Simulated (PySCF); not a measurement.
## Molecular orbitals of GeAs

PBE0 at R = 2.245 Å; basis Ge cc-pVTZ-PP with ECP10, As cc-pVTZ-PP with ECP10; scalar-relativistic core potentials; PySCF 2.14. State: ⁴Π (quartet), unpaired electrons π ↑↑↑, a second solution, started from another occupation. Only the outer orbitals are listed, counted within each symmetry, core potentials removing the inner ones.

```json
{"spin": "α", "orbital": "7σ", "occ.": "1", "ε (eV)": "-18.39", "on Ge (%)": "24", "main shells (%)": "74 As s, 18 Ge s"}
{"spin": "α", "orbital": "8σ", "occ.": "1", "ε (eV)": "-12.82", "on Ge (%)": "66", "main shells (%)": "66 Ge s, 21 As s, 12 As p"}
{"spin": "α", "orbital": "5π", "occ.": "1", "ε (eV)": "-8.03", "on Ge (%)": "25", "main shells (%)": "74 As p, 23 Ge p"}
{"spin": "α", "orbital": "5π", "occ.": "1", "ε (eV)": "-7.88", "on Ge (%)": "21", "main shells (%)": "78 As p, 18 Ge p"}
{"spin": "α", "orbital": "9σ", "occ.": "1", "ε (eV)": "-7.04", "on Ge (%)": "49", "main shells (%)": "49 As p, 34 Ge p, 15 Ge s"}
{"spin": "α", "orbital": "6π", "occ.": "1", "ε (eV)": "-4.40", "on Ge (%)": "75", "main shells (%)": "75 Ge p, 23 As p"}
{"spin": "α", "orbital": "6π", "occ.": "0", "ε (eV)": "-2.61", "on Ge (%)": "79", "main shells (%)": "79 Ge p, 19 As p"}
{"spin": "α", "orbital": "10σ", "occ.": "0", "ε (eV)": "0.68", "on Ge (%)": "92", "main shells (%)": "108 Ge p, 42 As p"}
{"spin": "α", "orbital": "11σ", "occ.": "0", "ε (eV)": "1.92", "on Ge (%)": "99", "main shells (%)": "92 Ge s, 11 As d, 10 Ge p"}
{"spin": "β", "orbital": "7σ", "occ.": "1", "ε (eV)": "-16.49", "on Ge (%)": "28", "main shells (%)": "68 As s, 22 Ge s"}
{"spin": "β", "orbital": "8σ", "occ.": "1", "ε (eV)": "-11.47", "on Ge (%)": "62", "main shells (%)": "61 Ge s, 25 As s, 13 As p"}
{"spin": "β", "orbital": "9σ", "occ.": "1", "ε (eV)": "-6.42", "on Ge (%)": "51", "main shells (%)": "46 As p, 36 Ge p, 14 Ge s"}
{"spin": "β", "orbital": "5π", "occ.": "0", "ε (eV)": "-4.36", "on Ge (%)": "38", "main shells (%)": "61 As p, 36 Ge p"}
{"spin": "β", "orbital": "5π", "occ.": "0", "ε (eV)": "-3.89", "on Ge (%)": "32", "main shells (%)": "68 As p, 30 Ge p"}
{"spin": "β", "orbital": "6π", "occ.": "0", "ε (eV)": "-1.42", "on Ge (%)": "63", "main shells (%)": "62 Ge p, 35 As p"}
```

Q: Which are the highest filled and the lowest empty level, where do they sit, and how wide is the gap?

A: Highest filled α 6π at -4.40 eV (in %: 75 Ge p, 23 As p); lowest empty β 5π at -4.36 eV (in %: 61 As p, 36 Ge p); the gap at PBE0 is 0.04 eV.

```
bond order (Mayer)                               : 1.26
⟨S²⟩                                             : 3.759
charge on Ge (Mulliken, basis-dependent)         : 0.00
charge on Ge (Löwdin, basis-dependent)           : -0.11
dipole moment (positive dipole means Ge(−)As(+)) : 0.45 D
```

Shares are Mulliken populations and can fall outside 0 to 100 %.

Spin–orbit coupling is left out.
